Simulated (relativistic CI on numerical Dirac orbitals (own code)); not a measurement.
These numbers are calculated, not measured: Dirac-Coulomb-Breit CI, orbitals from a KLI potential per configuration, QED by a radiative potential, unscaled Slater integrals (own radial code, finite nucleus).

Configurations in the expansion (outside the closed core [Kr] 4d10): 4f2 5s2 5p3, 4f 5s2 5p4, 4f3 5s2 5p2, 4f2 5s 5p4, 4f2 5s2 5p2 5d, 4f 5s 5p5, 5s2 5p4 5d, 4f 5s2 5p3 5d, 4f3 5s2 5p 5d, 5s2 5p4 6s, 4f 5s2 5p3 6s, 4f3 5p4, 4f2 5s2 5p2 6s, 5s2 5p4 5g, 5s2 5p3 6s 6p, 5s2 5p5, 5s 5p6, 4f4 5s2 5p, 4f5 5s2, 4f4 5s2 5d, 4f2 5p5, 4f 5p6, 4f 5p5 5d, 4f 5p5 6s, 5s2 5p4 6p, 5s 5p5 6p, 5s2 5p4 5f, 5s 5p5 5f, 4f 5s 5p4 5d, 5s 5p5 5d, 5s 5p4 5d2, 5s 5p4 5d 6s. Double excitations out of closed p, d and f shells are left out; levels of such configurations are missing from the list, as are those of other unlisted configurations, and high levels can miss mixing partners.

At this charge configurations can still be misplaced by up to about 7 % of their energy. Levels and lines within the n = 5 or 6 shells can be off by up to 10 % or somewhat more, and those that change n by about 2 %, since core polarisation is missing. Levels that differ in their count of f electrons can be misplaced by several ten thousand cm⁻¹, since the correlation energy of f electrons is missing or only estimated; rates across such gaps can be off by orders of magnitude. The computed lowest level isn't the tabulated ground level, which NIST ASD gives as 4f2 5s2 5p3 °.

Outline of the computed level scheme of Nd VIII. Lowest level of each configuration: 4f 5s2 5p4 4F°_5/2 at 0.0000 eV; 5s2 5p5 2P°_3/2 at 0.2538 eV; 4f2 5s2 5p3 6H°_9/2 at 4.1717 eV.

LS names give the leading component of a level, which can be under half, so a name can repeat, a term be missing and a line seem to break the LS rules.
